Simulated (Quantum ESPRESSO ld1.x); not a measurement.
Species: P+. Configuration: [Ne] 3s1 3p3 (not the ground configuration). Calculated with ld1.x of Quantum ESPRESSO 7.5: scalar-relativistic Kohn-Sham, LDA (Slater exchange, Perdew-Zunger correlation), spin-polarised, spherical densities, point nucleus; open shells are filled with parallel spins first.

Radial electron density D(r) = 4 pi r^2 rho(r):

r (bohr),D(r) (e/bohr),spin D(r)
0.00895,1.714,0.00587
0.01017,2.131,0.00730
0.01147,2.602,0.00890
0.01304,3.203,0.0109
0.0147,3.868,0.0132
0.0167,4.699,0.0160
0.01883,5.598,0.0191
0.02124,6.615,0.0225
0.02414,7.826,0.0266
0.02721,9.066,0.0308
0.03093,10.47,0.0355
0.03487,11.83,0.0400
0.03963,13.26,0.0449
0.04469,14.50,0.0492
0.05039,15.59,0.0533
0.05727,16.46,0.0573
0.06457,16.94,0.0608
0.07338,17.01,0.0649
0.08274,16.65,0.0698
0.09404,15.83,0.0779
0.106,14.75,0.0902
0.1195,13.53,0.109
0.1359,12.29,0.140
0.1532,11.40,0.181
0.1741,10.97,0.238
0.1963,11.14,0.301
0.2231,11.93,0.373
0.2516,13.08,0.435
0.2836,14.34,0.476
0.3224,15.44,0.484
0.3635,15.90,0.445
0.4131,15.54,0.353
0.4658,14.34,0.231
0.5294,12.28,0.0953
0.5969,9.922,0.00557
0.673,7.497,-0.000660
0.7649,5.223,0.128
0.8624,3.633,0.394
0.9801,2.611,0.815
1.105,2.211,1.28
1.256,2.176,1.77
1.416,2.289,2.13
1.597,2.357,2.30
1.815,2.261,2.25
2.046,1.992,1.99
2.326,1.569,1.57
2.622,1.133,1.13
2.98,0.7124,0.712
3.36,0.4102,0.410
3.788,0.2089,0.209
4.306,0.08773,0.0877
4.855,0.03340,0.0334
5.518,0.009968,0.00997
6.221,0.002664,0.00266
7.071,0.0005229,0.000523

D(r) has 3 maxima, at r = 0.0705, 0.369, 1.60 bohr, and minima at 0.178, 1.19 bohr, inside which lie 2.19, 10.39 electrons.
